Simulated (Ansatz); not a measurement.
C₃H₁₀OZr, SMILES `[CH3][Zr]([CH3])([CH3])[OH]`, 15 atoms. Charge 0, multiplicity 1. Correlated methods include outer-core shells of Zr, which these sets cover unevenly. Zr takes the def2 core potential. Hardware: A = 2 threads of an AMD EPYC 7R13 on a shared host; B = 2 threads of an AMD EPYC 7R13 on a shared host and a share of an NVIDIA H100 80 GB. Correlated methods freeze the cores. Open-shell runs search over several starts.

(1) How many basis functions does each run have, and how long does it take in Ansatz? UKS ωB97M-V/def2-TZVPP energy of the cation [B]; RKS ωB97M-V/def2-SVP energy [A]; UKS B2PLYP (frozen core)/def2-TZVPP energy of the cation [B]; UHF-MP2/def2-QZVPP energy of the cation [B]; direct RPA on PBE orbitals/def2-TZVPP energy [B]; RKS r2SCAN-D4/def2-TZVPP energy and forces [B]; RKS PBE0-D4/def2-TZVP relaxation (27 steps) [B]; RKS ωB97M-V/def2-QZVPP energy [B]; RKS PBE0-D4/def2-TZVP frequencies [B]; UHF-CCSD(T)/def2-TZVPP energy of the cation [B]; RKS PBE0-D4/def2-SVP energy [A]; UKS B3LYP-D4/def2-TZVPP energy of the cation [B]. (An estimate is asked.)

## Answers

(1) Ansatz gave: Other jobs shared the machine, so times are rough.

```csv
level,job,functions,wall time,peak host memory (GiB)
RKS PBE0-D4/def2-SVP,energy [A],137,2.5 s,0.73
RKS r2SCAN-D4/def2-TZVPP,energy and forces [B],320,6.5 s,0.88
RKS ωB97M-V/def2-QZVPP,energy [B],609,8.5 s,1.3
direct RPA on PBE orbitals/def2-TZVPP,energy [B],320,9.5 s,1.4
RKS ωB97M-V/def2-SVP,energy [A],137,10 s,0.73
UKS B2PLYP (frozen core)/def2-TZVPP,energy of the cation [B],320,13 s,1.5
UKS B3LYP-D4/def2-TZVPP,energy of the cation [B],320,15 s,0.97
UHF-MP2/def2-QZVPP,energy of the cation [B],609,19 s,1.3
UKS ωB97M-V/def2-TZVPP,energy of the cation [B],320,31 s,1.2
UHF-CCSD(T)/def2-TZVPP,energy of the cation [B],320,38 s,1.4
RKS PBE0-D4/def2-TZVP,relaxation (27 steps) [B],224,47 s,0.87
RKS PBE0-D4/def2-TZVP,frequencies [B],224,110 s,0.87
```

B3LYP here is the variant with VWN-RPA as its local correlation; programs differ in this.
